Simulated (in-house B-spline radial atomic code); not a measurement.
Configurations of neutral potassium, with energies counted from [Ar] 4s1. All numbers are computed (scalar-relativistic (X2C) TPSSh, spin-polarised, spherical fractional occupations, exact exchange averaged over the configuration; Fermi nucleus of rms radius 3.4349 fm) with a B-spline radial code for spherical atoms, not measured. Shells without spins written out take the highest spin.

Occupations are held fixed; configurations that lie above the ionisation limit could autoionise.

| configuration | E - E(ref) (eV) | highest orbital | its <r> (bohr) |
| --- | --- | --- | --- |
| [Ar] 4f1 | 3.3138 | 4f up | 17.18 |
| [Ne] 3s2 3p5 3d1 4s1 | 20.434 | 3d up | 3.186 |
| [Ne] 3s2 3p5 4s1 5p1 | 23.047 | 5p up | 12.22 |
| [Ne] 3s1 3p6 4s1 5p1 | 40.821 | 5p up | 12.18 |
| [He] 2s2 2p5 3s2 3p6 4s1 5d1 | 300.15 | 5d up | 19.01 |
| [He] 2s2 2p5 3s2 3p6 4s1 4f1 | 300.23 | 4f up | 16.72 |

Question: Order these further configurations by energy, lowest first.
A. [Ar] 5d1
B. [Ne] 3s1 3p6 4s1 4f1
C. [Ne] 3s2 3p5 4s1 4d1
D. [Ar] 5p1
E. [Ne] 3s1 3p6 4s1 5f1

Answer: D (2.8006 eV), A (3.4239 eV), C (23.149 eV), B (41.555 eV), E (41.853 eV).

Question: How far above the reference does [Ne] 3s1 3p6 4s2 lie?

Answer: 36.817 eV; its least bound orbital is 4s down with <r> = 4.248 bohr.
